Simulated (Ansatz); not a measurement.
CH6ClInSi (SMILES [CH3][In]([SiH3])[Cl]): the electronic atomisation energy, rung by rung

CH6ClInSi: 10 atoms, total charge 0, spin state singlet. As SMILES, `[CH3][In]([SiH3])[Cl]`. The shape is that of a PBE0-D4/def2-TZVP optimisation.

```xyz
10

C    -0.9497    1.8137   -0.7935
In   -0.4347   -0.2069   -0.3078
Si    1.3613   -1.4333    1.0520
Cl   -1.9572   -1.7142   -1.3098
H    -0.1114    2.3077   -1.2873
H    -1.1877    2.3675    0.1163
H    -1.8149    1.8093   -1.4553
H     1.2011   -2.9048    0.9394
H     1.2617   -1.0396    2.4844
H     2.7148   -1.0505    0.5646
```

Quantity: the electronic atomisation energy, in eV. The values are calculated. Electronic energies at fixed atoms, without zero-point motion or spin-orbit coupling.

| level | kind | program | value (eV) | CPU time (all runs) |
| --- | --- | --- | --- | --- |
| HF/def2-SVP (core potential) | Hartree–Fock | Ansatz | 23.62 | 11 s |
| SVWN5/def2-SVP (core potential) | LDA | Ansatz | 34.75 | 6 s |
| PBE/def2-SVP (core potential) | GGA | Ansatz | 30.89 | 8.1 s |
| r2SCAN/def2-SVP (core potential) | meta-GGA | Ansatz | 31.12 | 19 s |
| B3LYP/def2-SVP (core potential) | global hybrid | Ansatz | 30.50 | 9.1 s |
| BHLYP/def2-SVP (core potential) | global hybrid | Ansatz | 30.21 | 9.7 s |
| wB97X/def2-SVP (core potential) | range-separated hybrid | Ansatz | 31.18 | 30 s |
| MP2/def2-SVP (core potential) | perturbation theory | Ansatz | 29.39 | 4.2 s |

Correlated wave functions underbind in double-zeta sets. The values span 23.62 to 34.75 eV. In the correlated wave-function rows the outer d shell of In is correlated, in sets not made for it. In so small a basis fixed costs decide the times, and correlated methods can beat functionals. Times are those of the runs behind each value, whatever else they computed, on shared processors of several kinds: orders of magnitude only.
